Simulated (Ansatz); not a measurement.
Geometry optimisation, Ansatz 0.2.0, RKS revPBE-D4/def2-SVP.

The input (input.yaml):

```yaml
crystal:
  periodic: [false, false, false]
  atoms:
    - { symbol: Sn, position_ang: [0.0, 0.0, 0.0] }
    - { symbol: Cl, position_ang: [0.0, 0.0, 2.76] }
    - { symbol: O, position_ang: [1.8483, 0.0, -0.6527] }
    - { symbol: H, position_ang: [2.1646, -0.9521, -0.7693] }
    - { symbol: H, position_ang: [-0.8195, 1.4198, -0.5794] }
    - { symbol: H, position_ang: [-0.8195, -1.4198, -0.5794] }
    - { symbol: O, position_ang: [1.1853, 1.7874, 0.7126] }
    - { symbol: Al, position_ang: [2.6397, 1.706, 1.7355] }
    - { symbol: H, position_ang: [3.3574, 0.3399, 1.9636] }
    - { symbol: H, position_ang: [3.1968, 3.0009, 2.4038] }
    - { symbol: H, position_ang: [0.8353, 1.2597, 1.9362] }
basis:
  gaussian: { orbitals: def2-SVP }
hamiltonian:
  xc: revpbe
  dispersion: d4
relax:
  f_tol: 0.15
  max_steps: 25
  restrain:
    - { distance: [0, 6], at: 3.16, k: 30.0 }
    - { distance: [10, 1], at: 2.57, k: 30.0 }
    - { distance: [0, 1], at: 2.41, k: 30.0 }
    - { distance: [10, 6], at: 1.01, k: 30.0 }
```

Run as:

```bash
$ ansatz run input.yaml --threads 4 --pin off --max-ram 5120MiB --backend cpu --events-out ev --progress --plain --runs-dir out
```

Task: Where does it end, and by what steps?

Result: It converged. The restraints hold the end off the free minimum; the threshold counts their pulls, which the force column leaves out. Restrained pairs: Sn1–O7 (2.26 → 3.14 Å), Cl2–H11 (1.72 → 2.58 Å), Sn1–Cl2 (2.76 → 2.40 Å), O7–H11 (1.38 → 0.99 Å). After 20 steps the energy has fallen by 3.396 eV (the restraints' own energy left out); H10 moved furthest, 1.95 Å.

```json
{"step": "0", "energy less start (eV)": "0.0000", "largest force component (eV/Å)": "4.285", "accepted": "yes"}
{"step": "1", "energy less start (eV)": "-0.5334", "largest force component (eV/Å)": "3.361", "accepted": "yes"}
{"step": "2", "energy less start (eV)": "-0.8020", "largest force component (eV/Å)": "4.005", "accepted": "yes"}
{"step": "3", "energy less start (eV)": "-1.3365", "largest force component (eV/Å)": "2.134", "accepted": "yes"}
{"step": "4", "energy less start (eV)": "-1.8964", "largest force component (eV/Å)": "0.965", "accepted": "yes"}
{"step": "5", "energy less start (eV)": "-2.0081", "largest force component (eV/Å)": "0.859", "accepted": "yes"}
{"step": "6", "energy less start (eV)": "-2.1635", "largest force component (eV/Å)": "0.888", "accepted": "yes"}
{"step": "7", "energy less start (eV)": "-2.2819", "largest force component (eV/Å)": "0.753", "accepted": "yes"}
{"step": "8", "energy less start (eV)": "-2.3734", "largest force component (eV/Å)": "0.685", "accepted": "yes"}
{"step": "9", "energy less start (eV)": "-2.4618", "largest force component (eV/Å)": "0.622", "accepted": "yes"}
{"step": "10", "energy less start (eV)": "-2.5609", "largest force component (eV/Å)": "0.479", "accepted": "yes"}
{"step": "11", "energy less start (eV)": "-2.6839", "largest force component (eV/Å)": "0.481", "accepted": "yes"}
{"step": "12", "energy less start (eV)": "-2.8398", "largest force component (eV/Å)": "0.496", "accepted": "yes"}
{"step": "13", "energy less start (eV)": "-3.0266", "largest force component (eV/Å)": "0.546", "accepted": "yes"}
{"step": "14", "energy less start (eV)": "-3.2024", "largest force component (eV/Å)": "0.611", "accepted": "yes"}
{"step": "15", "energy less start (eV)": "-3.3238", "largest force component (eV/Å)": "0.789", "accepted": "yes"}
{"step": "16", "energy less start (eV)": "-3.3519", "largest force component (eV/Å)": "0.653", "accepted": "yes"}
{"step": "17", "energy less start (eV)": "-3.3592", "largest force component (eV/Å)": "0.752", "accepted": "yes"}
{"step": "18", "energy less start (eV)": "-3.3867", "largest force component (eV/Å)": "0.721", "accepted": "yes"}
{"step": "19", "energy less start (eV)": "-3.3838", "largest force component (eV/Å)": "0.970", "accepted": "no"}
{"step": "20", "energy less start (eV)": "-3.3964", "largest force component (eV/Å)": "0.674", "accepted": "yes"}
```

```xyz
11
Properties=species:S:1:pos:R:3
Sn -0.139 -0.003 -0.087
Cl -0.866 -0.514 2.143
O 1.934 0.224 -0.010
H 2.417 -0.622 -0.113
H -0.813 1.449 -0.685
H -0.263 -1.473 -0.981
O 1.100 2.104 1.891
Al 2.683 1.473 1.373
H 3.419 0.384 2.319
H 3.523 2.551 0.530
H 0.592 1.569 2.551
```

The run took 32 s on 4 threads of Arm Neoverse V2, on a shared host, peak memory 0.18 GiB.
